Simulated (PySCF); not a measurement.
**Gas-phase XPS of `CB(C)[SiH]1[SiH2][SiH2][SiH2]1`, computed**

C₂H₁₃BSi₄.
Numbering: `[CH3:1][B:2]([CH3:3])[SiH:4]1[SiH2:5][SiH2:6][SiH2:7]1`

Computed, not measured: delta-SCF UKS SCAN, pcX-2 on the ionised atom, pcseg-1 elsewhere, spin-free X2C (PySCF). These are vertical core ionisation energies against the vacuum level, from separate self-consistent calculations with and without the core hole.

**Question.** What binding energy does each computed site have?

**Answer.** 
```csv
atom(s),bonded to,level,binding energy (eV),2p1/2 (eV),above the level's lowest (eV),count
C1/C3,3 H and B,C 1s,289.97,–,0.00,2
B2,2 C and Si,B 1s,195.07,–,0.00,1
Si4,"H, B and 2 Si",Si 2p3/2,105.33,105.96,0.00,1
Si4,"H, B and 2 Si",Si 1s,1844.98,–,0.00,1
Si5/Si7,2 H and 2 Si,Si 2p3/2,105.85,106.47,+0.52,2
Si5/Si7,2 H and 2 Si,Si 1s,1845.52,–,+0.54,2
Si6,2 H and 2 Si,Si 2p3/2,105.89,106.52,+0.56,1
Si6,2 H and 2 Si,Si 1s,1845.57,–,+0.59,1
```

Lowest listed Si 1s: Si4, bonded to H, B and 2 Si. Highest, 0.59 eV above it: Si6, bonded to 2 H and 2 Si. Summing the Pauling electronegativity differences to the bonded atoms, each weighted by its formal bond order, gives +0.44 for the lowest site and +0.60 for the highest; no listed site has a larger sum than the highest. The values 1845.52 and 1845.57 eV lie too close for their order to be trusted.

The listed Si 2p3/2 values span 0.56 eV, from Si4 (bonded to H, B and 2 Si) to Si6 (bonded to 2 H and 2 Si). Summing the Pauling electronegativity differences to the bonded atoms, each weighted by its formal bond order, gives +0.44 for the lowest site and +0.60 for the highest; no listed site has a larger sum than the highest. The values 105.85 and 105.89 eV lie too close for their order to be trusted.

**Question.** Which photon energy gives electrons from C 1s of C1/C3 a kinetic energy of 20 eV, and what is their de Broglie wavelength?

**Answer.** hν = 289.97 + 20 = 309.97 eV, recoil neglected; λ = 12.264 Å/√(E/eV) = 2.74 Å.

Topologically equivalent atoms share the value of their first member; where this conformer doesn't relate them by symmetry, their own values could differ. Spin contamination (⟨S²⟩ against 0.75 for a pure doublet) is marked for B 1s of B2 (0.89), which makes this value less certain. The 2p values add to the ΔSCF energy of one spin-free hole a correction within the shell (spin–orbit coupling, ligand field). 2p1/2 minus 2p3/2 (ligand field included): Si 0.62 eV. The structure is a single PBE0-D3(BJ)/def2-SVP conformer in the gas phase; no vibrational or solvent corrections.

Conformer computed: `[CH3:1][B:2]([CH3:3])[SiH:4]1[SiH2:5][SiH2:6][SiH2:7]1`: C1–B2–Si4–Si5 -141°.
